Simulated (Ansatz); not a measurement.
Consider the redistribution: `F[SiH](Cl)[NH][GeH3]` + `F[SiH2]Cl` → `F[SiH](F)Cl` + `Cl[SiH2][NH][GeH3]`.

Calculated with Ansatz (gas phase, PBE0-D4/def2-TZVP geometries, no zero-point term in ΔE). CCSD(T)/CBS is the MP2 limit (def2-TZVPP, def2-QZVPP) plus CCSD(T) − MP2 in def2-TZVPP, frozen cores. This one scheme is used for every species. Functionals use def2-TZVPP. For Ge outer-core shells are correlated without core-valence functions, which leaves a few kJ/mol of doubt a bond. Scalar relativity is left out up to krypton. Each species was taken in one conformer, which may not be the lowest.

`F[SiH](Cl)[NH][GeH3]`:

Cartesian coordinates in Å:
```
F -1.109 -2.111 -0.932
Si -0.105 -0.906 -1.210
Cl -0.390 -0.399 -3.169
N -0.386 0.441 -0.235
Ge 0.314 0.769 1.445
H 1.253 -1.432 -0.993
H -1.091 1.095 -0.542
H 1.379 -0.310 1.675
H -0.797 0.677 2.504
H 0.932 2.175 1.457
```

`F[SiH2]Cl`:

```xyz
5

F     0.477   -1.465    0.402
Si   -0.080   -0.054   -0.072
Cl    0.960    1.416    0.877
H    -1.500    0.038    0.319
H     0.142    0.066   -1.525
```

`F[SiH](F)Cl`:

Cartesian coordinates in Å:
```
F -0.898 -1.076 0.752
Si -0.073 0.058 0.032
F -0.736 0.311 -1.376
Cl 1.823 -0.580 -0.238
H -0.117 1.286 0.829
```

`Cl[SiH2][NH][GeH3]`:

Cartesian coordinates in Å:
```
Cl 0.215 -2.748 -0.776
Si 0.602 -0.760 -1.206
N -0.456 0.329 -0.441
Ge -0.389 0.853 1.330
H 1.976 -0.508 -0.721
H 0.476 -0.632 -2.675
H -1.349 0.481 -0.889
H 1.042 0.565 1.798
H -1.406 0.066 2.175
H -0.711 2.354 1.404
```

Problem. Is it downhill or uphill in electronic energy at CCSD(T)/CBS, and by how much? (An estimate is asked.)

Solution. Computed: Nearly level: ΔE = -1.2 kJ/mol.

Problem. What do these levels give: PBE-D4, r2SCAN-D4, ωB97X-V, B2PLYP, MP2/def2-TZVPP, SCS-MP2/def2-TZVPP, CCSD/def2-TZVPP, CCSD(T)/def2-TZVPP, HF/def2-QZVPP, MP2/def2-QZVPP, SCS-MP2/def2-QZVPP, CCSD/CBS(def2)? (Best estimate.)

Solution. Ansatz gave: PBE-D4 -1.5, r2SCAN-D4 -1.5, ωB97X-V 0.5, B2PLYP -0.3, MP2/def2-TZVPP -1.5, SCS-MP2/def2-TZVPP -0.9, CCSD/def2-TZVPP -0.9, CCSD(T)/def2-TZVPP -1.3, HF/def2-QZVPP 0.7, MP2/def2-QZVPP -1.5, SCS-MP2/def2-QZVPP -0.9, CCSD/CBS(def2) -0.7 kJ/mol.

Largest T1 diagnostic among the species: 0.011.
